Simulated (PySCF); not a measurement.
One molecule, many inputs

Molecule: `FC(F)(F)c1ccoc1[S-]`, [C5H2F3OS]-; geometry GFN2-xTB.

Molfile (atoms numbered from 1):
```
C5H2F3OS
     RDKit          3D

 12 12  0  0  0  0  0  0  0  0999 V2000
   -1.9062   -1.5217    0.4666 F   0  0  0  0  0  0  0  0  0  0  0  0
   -1.6498   -0.2723   -0.0119 C   0  0  0  0  0  0  0  0  0  0  0  0
   -2.4036    0.5438    0.7682 F   0  0  0  0  0  0  0  0  0  0  0  0
   -2.2619   -0.2474   -1.2231 F   0  0  0  0  0  0  0  0  0  0  0  0
   -0.2172    0.0219   -0.0269 C   0  0  0  0  0  0  0  0  0  0  0  0
    0.8116   -0.8606    0.4004 C   0  0  0  0  0  0  0  0  0  0  0  0
    1.9789   -0.2004    0.2203 C   0  0  0  0  0  0  0  0  0  0  0  0
    1.7587    1.0409   -0.2922 O   0  0  0  0  0  0  0  0  0  0  0  0
    0.4128    1.1981   -0.4520 C   0  0  0  0  0  0  0  0  0  0  0  0
   -0.1977    2.6227   -1.0660 S   0  0  0  0  0  0  0  0  0  0  0  0
    0.6761   -1.8521    0.7873 H   0  0  0  0  0  0  0  0  0  0  0  0
    2.9995   -0.4737    0.4032 H   0  0  0  0  0  0  0  0  0  0  0  0
  1  2  1  0
  2  3  1  0
  2  4  1  0
  2  5  1  0
  5  6  1  0
  6  7  2  0
  7  8  1  0
  8  9  1  0
  9 10  1  0
  9  5  2  0
  6 11  1  0
  7 12  1  0
M  CHG  1  10  -1
M  END
```

All runs: PySCF, non-relativistic, gas phase unless a solvent (IEF-PCM) is named; grid level 2, GIAOs and SCF threshold 1e-9 unless changed. The yardstick, PBE0/pcSseg-1, gives these isotropic shieldings σ (ppm, equivalent atoms averaged): C7 57.3, C6 71.1, C5 81.6, O8 12.8, S10 530.1, H12 25.34, H11 25.61.

**Question.** What do these inputs give? (1) BHandHLYP/6-31G*; (2) BHandHLYP/def2-SVP

**Answer.** 
```tsv
run	outcome	functions	wall time	C7	C6	C5	O8	S10	H12	H11
1	converged	148	14 s	75.6	87.7	97.9	51.5	608.5	26.51	26.89
2	converged	154	13 s	74.5	84.0	97.4	51.6	595.1	26.09	26.06
```

Times are on 1 thread of an Arm Neoverse V2, shared host.
